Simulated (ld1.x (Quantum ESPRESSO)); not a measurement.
## u(r) = r·R(r): atom against pseudo-atom (Pb)

Columns: radius, all-electron u(r) and pseudo u(r) of the 6s shell (level -12.32 eV) of lead in the configuration [Xe] 4f14 5d10 6s2 6p2; LDA (PZ), scalar-relativistic, ultrasoft scheme, ld1.x (Quantum ESPRESSO) 7.5.

| r (bohr) | all-electron | pseudo |
| --- | --- | --- |
| 0.128 | 0.1748 | -0.0356 |
| 0.255 | -0.1990 | -0.0731 |
| 0.382 | -0.1404 | -0.1148 |
| 0.510 | 0.1850 | -0.1626 |
| 0.638 | 0.3665 | -0.2170 |
| 0.765 | 0.3449 | -0.2774 |
| 0.893 | 0.1921 | -0.3437 |
| 1.020 | -0.0114 | -0.4131 |
| 1.148 | -0.2165 | -0.4843 |
| 1.275 | -0.3933 | -0.5531 |
| 1.402 | -0.5333 | -0.6167 |
| 1.530 | -0.6364 | -0.6724 |
| 1.658 | -0.7052 | -0.7165 |
| 1.785 | -0.7444 | -0.7464 |
| 1.912 | -0.7606 | -0.7606 |
| 2.040 | -0.7587 | -0.7587 |
| 2.168 | -0.7430 | -0.7430 |
| 2.295 | -0.7177 | -0.7177 |
| 2.422 | -0.6855 | -0.6855 |
| 2.550 | -0.6487 | -0.6487 |
| 2.678 | -0.6092 | -0.6092 |
| 2.805 | -0.5688 | -0.5688 |
| 2.932 | -0.5284 | -0.5284 |
| 3.060 | -0.4884 | -0.4884 |
| 3.188 | -0.4497 | -0.4497 |
| 3.315 | -0.4129 | -0.4129 |

How many radial nodes do the two functions have?

The all-electron 6s function has n − l − 1 = 5 (the table is too coarse to show those close to the nucleus); the pseudo-wave has 0, since the states of the same l below it are removed with the core.

At about which radius was the pseudo-wave matched?

1.95 bohr, where the columns begin to agree (steps of 0.13 bohr).

Where does each function peak?

Outermost all-electron maximum near 1.91 bohr, pseudo maximum near 1.91 bohr (to the table’s step).

Is the pseudo-wave norm-conserving?

No, it belongs to an ultrasoft set: the norm inside the radius is not constrained, and the difference is carried by the augmentation charge.
